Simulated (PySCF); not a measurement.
SMILES [Al]([CH2]CCC)([F])[CH3] (C₅H₁₂AlF), GFN2-xTB optimised geometry.

```
19

Al     1.16    -1.21     0.00
F      0.43    -2.70     0.00
C      3.15    -1.21     0.00
H      3.59    -0.21     0.07
H      3.55    -1.67    -0.91
H      3.54    -1.79     0.84
C     -0.10     0.35     0.00
C     -1.54    -0.15    -0.19
C     -2.60     0.95    -0.07
C     -2.53     1.98    -1.20
H     -0.04     0.92     0.94
H      0.15     1.07    -0.79
H     -1.63    -0.62    -1.17
H     -1.75    -0.92     0.56
H     -3.59     0.49    -0.07
H     -2.47     1.47     0.89
H     -2.62     1.48    -2.16
H     -1.59     2.52    -1.18
H     -3.34     2.70    -1.11
```

Density from PySCF with B3LYP/def2-SVP at that geometry.

Minimum of the electron density along straight lines between bonded atoms, close to the bond critical point (lines longer than 1.1 times the sum of covalent radii, or with two minima, are not listed):

```json
[
 {"bond": "Al1–F2", "length / Å": "1.659", "ρ at the minimum / e bohr⁻³": "0.097", "∇²ρ there / e bohr⁻⁵": "0.99", "position (fraction from the first atom)": "0.44"},
 {"bond": "Al1–C3", "length / Å": "1.988", "ρ at the minimum / e bohr⁻³": "0.080", "∇²ρ there / e bohr⁻⁵": "0.30", "position (fraction from the first atom)": "0.40"},
 {"bond": "C3–H4", "length / Å": "1.091", "ρ at the minimum / e bohr⁻³": "0.268", "∇²ρ there / e bohr⁻⁵": "-0.94", "position (fraction from the first atom)": "0.62"},
 {"bond": "C3–H5", "length / Å": "1.094", "ρ at the minimum / e bohr⁻³": "0.265", "∇²ρ there / e bohr⁻⁵": "-0.92", "position (fraction from the first atom)": "0.62"},
 {"bond": "C3–H6", "length / Å": "1.094", "ρ at the minimum / e bohr⁻³": "0.265", "∇²ρ there / e bohr⁻⁵": "-0.92", "position (fraction from the first atom)": "0.62"},
 {"bond": "Al1–C7", "length / Å": "2.006", "ρ at the minimum / e bohr⁻³": "0.079", "∇²ρ there / e bohr⁻⁵": "0.28", "position (fraction from the first atom)": "0.40"},
 {"bond": "C7–C8", "length / Å": "1.537", "ρ at the minimum / e bohr⁻³": "0.237", "∇²ρ there / e bohr⁻⁵": "-0.52", "position (fraction from the first atom)": "0.50"},
 {"bond": "C8–C9", "length / Å": "1.531", "ρ at the minimum / e bohr⁻³": "0.245", "∇²ρ there / e bohr⁻⁵": "-0.56", "position (fraction from the first atom)": "0.50"},
 {"bond": "C9–C10", "length / Å": "1.525", "ρ at the minimum / e bohr⁻³": "0.245", "∇²ρ there / e bohr⁻⁵": "-0.57", "position (fraction from the first atom)": "0.50"},
 {"bond": "C7–H11", "length / Å": "1.098", "ρ at the minimum / e bohr⁻³": "0.265", "∇²ρ there / e bohr⁻⁵": "-0.90", "position (fraction from the first atom)": "0.62"},
 {"bond": "C7–H12", "length / Å": "1.095", "ρ at the minimum / e bohr⁻³": "0.267", "∇²ρ there / e bohr⁻⁵": "-0.92", "position (fraction from the first atom)": "0.62"},
 {"bond": "C8–H13", "length / Å": "1.094", "ρ at the minimum / e bohr⁻³": "0.275", "∇²ρ there / e bohr⁻⁵": "-0.99", "position (fraction from the first atom)": "0.62"},
 {"bond": "C8–H14", "length / Å": "1.095", "ρ at the minimum / e bohr⁻³": "0.276", "∇²ρ there / e bohr⁻⁵": "-1.00", "position (fraction from the first atom)": "0.62"},
 {"bond": "C9–H15", "length / Å": "1.093", "ρ at the minimum / e bohr⁻³": "0.276", "∇²ρ there / e bohr⁻⁵": "-0.99", "position (fraction from the first atom)": "0.62"},
 {"bond": "C9–H16", "length / Å": "1.093", "ρ at the minimum / e bohr⁻³": "0.276", "∇²ρ there / e bohr⁻⁵": "-0.99", "position (fraction from the first atom)": "0.62"},
 {"bond": "C10–H17", "length / Å": "1.088", "ρ at the minimum / e bohr⁻³": "0.276", "∇²ρ there / e bohr⁻⁵": "-1.01", "position (fraction from the first atom)": "0.62"},
 {"bond": "C10–H18", "length / Å": "1.087", "ρ at the minimum / e bohr⁻³": "0.277", "∇²ρ there / e bohr⁻⁵": "-1.01", "position (fraction from the first atom)": "0.62"},
 {"bond": "C10–H19", "length / Å": "1.088", "ρ at the minimum / e bohr⁻³": "0.277", "∇²ρ there / e bohr⁻⁵": "-1.01", "position (fraction from the first atom)": "0.62"}
]
```
